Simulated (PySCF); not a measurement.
Ga(F)(Cl)(OH) (ClFGaHO), SMILES [OH][Ga]([F])[Cl]. Coordinates come from a ωB97X-D3(BJ)/def2-SVP optimisation. One conformer was computed; it need not be the lowest.

Computed equilibrium geometry at ωB97X-D3(BJ)/def2-SVP (PySCF confirms it by a frequency run) as a Z-matrix, and its point group (one conformer of several):
point group Cs.
```
Ga
F 1 1.7449
O 1 1.7616 2 119.31
H 3 0.9649 1 113.95 2 0.00
Cl 1 2.1091 2 118.87 3 180.00
```
Charge 0, spin multiplicity 1.
